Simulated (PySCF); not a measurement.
## Bond length, frequency and bond energy of HgF by level of theory

State: ²Σ⁺ (doublet), unpaired electrons σ ↑. Set-up: PySCF, scalar-relativistic core potentials, basis sets Hg cc-pVDZ-PP with ECP60, F cc-pVDZ. De refers to Hg + F in their high-spin ground configurations, without counterpoise correction. The functionals are run spin-unrestricted. A positive dipole means Hg(−)F(+). Levels whose curve was spin-contaminated or gave no clean fit are not listed.

| Level | Re (Å) | ωe (cm⁻¹) | De (eV) | μ (D) |
| --- | --- | --- | --- | --- |
| PBE | 2.074 | 419 | 1.68 | -2.40 |
| r²SCAN | 2.046 | 450 | 1.57 | -2.49 |
| M06-L | 2.092 | 408 | 1.46 | -2.72 |
| PBE0 | 2.049 | 442 | 1.32 | -2.74 |
| M06 | 2.084 | 406 | 1.28 | -3.00 |
| LC-ωPBE | 2.008 | 513 | 1.67 | -2.89 |
| B2PLYP | 2.048 | 457 | 1.14 | -3.03 |

Q: What does a quarter of exact exchange do here, going from PBE to PBE0?

A: PBE0 less PBE: -2.5 pm in Re, +5.5 % in ωe, -0.36 eV in De. Exact exchange removes part of the self-interaction that spreads semilocal densities, and in most molecules shortens and stiffens the bond and lowers De; so it does here.

Q: What does the step from GGA to meta-GGA do here, going from PBE to r²SCAN?

A: r²SCAN less PBE: -2.8 pm in Re, +7.4 % in ωe, -0.11 eV in De. 

Correlated steps freeze 1 core orbital. Spin–orbit coupling is left out, which matters for elements this heavy, above all for dissociation energies. B2PLYP dipoles, levels and charges come from its SCF part alone. The state is the lowest determinant that a PBE0 search found; another state may lie lower at other levels.
